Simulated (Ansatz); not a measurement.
The molecule NbO, multiplicity 4 (the spin of the measured ground state). No spin–orbit coupling.

D_e counts from the fitted minimum to each atom's lowest state at the same level, without counterpoise.

Codes used: Ansatz (Gaussian orbitals).  In def2 rows elements past Kr take small-core potentials, without spin–orbit coupling.

```csv
level,bond energy D_e (eV)
PBE/def2-TZVPP,8.346
r2SCAN/def2-TZVPP,7.675
B97M-V/def2-TZVPP,7.475
B3LYP/def2-TZVPP,7.714
PBE0/def2-TZVPP,7.455
BHLYP/def2-TZVPP,[?]
CAM-B3LYP/def2-TZVPP,7.701
wB97X-V/def2-TZVPP,7.771
wB97M-V/def2-TZVPP,7.491
```

Q: Complete the blanks.

A: 
- BHLYP/def2-TZVPP, bond energy D_e (eV): 6.702

Ansatz is a quantum-chemistry and plane-wave program.
